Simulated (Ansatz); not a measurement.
Reaction (redistribution): `[F][Sb]([F])[Cl]` + `C[SiH](O)S` → `[F][SbH][F]` + `C[Si](O)(S)Cl`

Gas-phase electronic energies from Ansatz, PBE0-D4/def2-TZVP geometries. CBS: MP2 limit from def2 TZ/QZ plus the TZ coupled-cluster correction, frozen cores. Elements past krypton have def2 core potentials. For Sb outer-core shells are correlated without core-valence functions, which leaves a few kJ/mol of doubt a bond. One conformer a species, not always the lowest.

| level | ΔE (eV) |
| --- | --- |
| MP2/def2-TZVPP | -0.09 |
| SCS-MP2/def2-QZVPP | -0.02 |

(1) What does CCSD(T)/CBS give? (Best estimate.)

Largest T1 diagnostic among the species: 0.015.

Results:

(1) The calculation gave: -0.03 eV. The listed levels differ from it by -0.06, 0.01 eV.

From PBE to PBE0 (25 % exact exchange), in def2-TZVPP and without D4, ΔE moves by −0.07 eV. The D4 term adds −0.05 eV with B3LYP and −0.03 eV with PBE0; it sums over pairs of atoms, weighted by their polarisabilities, and B3LYP, whose exchange is more repulsive, gets the larger term.

B3LYP here is the variant with VWN-RPA as its local correlation; programs differ in this.
